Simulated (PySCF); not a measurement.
What went wrong, or what changed?

The sound run of [Yb(H2O)3]3+ (singlet in the valence; each metal's 4f electrons, 13 of them, lie in its core potential, out of spins and levels) uses PySCF 2.14.0, RKS B3LYP, Yb lcecp-1-SVP with ECP59, O def2-SVP, H def2-SVP; non-relativistic Hamiltonian with scalar-relativistic core potentials where named; density fitting; no spin-orbit coupling, grid (50, 194), threshold 1e-8 and 55 cycles at the relaxed geometry. This run, with dm0 from free metal ions and neutral atoms, differs:

```python
mol = gto.M(atom='''
Yb     0.00000    -0.00000     0.00000
O      2.20600    -0.00002     0.00000
H      2.82526     0.73287     0.25657
H      2.82525    -0.73290    -0.25657
O     -1.10298     1.91046     0.00000
H     -2.04731     2.08032     0.25657
H     -0.77791     2.81319    -0.25657
O     -1.10301    -1.91044    -0.00000
H     -0.77795    -2.81318     0.25657
H     -2.04734    -2.08029    -0.25657''',
    basis={'Yb': 'lcecp-1-SVP', 'O': 'def2-SVP', 'H': 'def2-SVP'},
    ecp={'Yb': 'lcecp-1-SVP'},
    charge=3, spin=8)
mf = dft.UKS(mol, xc='B3LYP')
mf.grids.atom_grid = (50, 194)  # f atoms: unpruned, at least (60, 302)
mf = mf.density_fit()  # fitting sets: Yb AutoAux, O def2-universal-JKFIT, H def2-universal-JKFIT
mf.conv_tol = 1e-08; mf.max_cycle = 66
mf.kernel(dm0)
mf.nuc_grad_method().kernel()
```

Q: What was changed, and how did it end?

A: The spin was changed. It converged in 17 cycles, 40.080 eV from the sound run, largest force component 9.84 eV/Å. The cycle limit differs too. These settings are unsound on purpose: the numbers aren't the compound's.
```
init E= -259.041834512584
cycle= 1 E= -265.150278222376  delta_E= -6.11  |g|= 1.24  |ddm|= 3.21
cycle= 2 E= -263.491970006293  delta_E= 1.66  |g|= 1.77  |ddm|= 5.59
cycle= 3 E= -263.736101254446  delta_E= -0.244  |g|= 1.55  |ddm|= 5.69
cycle= 4 E= -265.663984670271  delta_E= -1.93  |g|= 0.596  |ddm|= 3.04
cycle= 5 E= -265.775456794136  delta_E= -0.111  |g|= 0.443  |ddm|= 2.82
...
cycle= 15 E= -265.976072856708  delta_E= -5.51e-07  |g|= 0.000141  |ddm|= 0.00459
cycle= 16 E= -265.976073003005  delta_E= -1.46e-07  |g|= 6.75e-05  |ddm|= 0.00308
cycle= 17 E= -265.976073011961  delta_E= -8.96e-09  |g|= 3.12e-05  |ddm|= 0.000485
Extra cycle  E= -265.976073014167  delta_E= -2.21e-09  |g|= 2.77e-05  |ddm|= 0.000292
converged SCF energy = -265.976073014167  <S^2> = 20.006776  2S+1 = 9.0015057
```

Run from Python with OMP_NUM_THREADS=2; the lines above give its settings.
It took 7.7 s on 2 threads of Arm Neoverse V2, with other jobs on the host.

A frequency check found unstable modes (1, the lowest at -22 cm⁻¹), so the relaxed geometry is a saddle point, or these are noise. An lcecp potential fixes the number of 4f electrons, so in runs with it no electron can move into or out of that shell.
